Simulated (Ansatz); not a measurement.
Isomers of Be10⁺ (doublet), relaxed with PBE/def2-SVP; total energies from Ansatz at PBE0/def2-TZVP.

```json
{"isomer": "A", "description": "point group D4d; 24 × Be–Be 2.10 to 2.24 Å", "energy (Eh)": "-146.85868"}
{"isomer": "B", "description": "point group C3v; 21 × Be–Be 2.09 to 2.19 Å", "energy (Eh)": "-146.85319"}
```

The isomers come from a short search, and lower ones may exist.

**Question.** Work out the relative energies (1 Eh = 2625.5 kJ/mol) and the Boltzmann populations at 800 K from electronic energies alone (R = 8.314 J/mol/K).

**Answer.** ΔE: A 0.0, B 14.4 kJ/mol. RT = 6.65 kJ/mol. Factors exp(−ΔE/RT): A 1, B 0.115; sum 1.115. Populations: A 89.7 %, B 10.3 %. Zero-point energy, vibrational entropy and symmetry numbers are left out and can shift these; an error of 4 kJ/mol changes a ratio by a factor of 1.8. Over the other density-functional and correlated levels in def2 sets, the gap between A and B ranges from 6 to 17 kJ/mol.
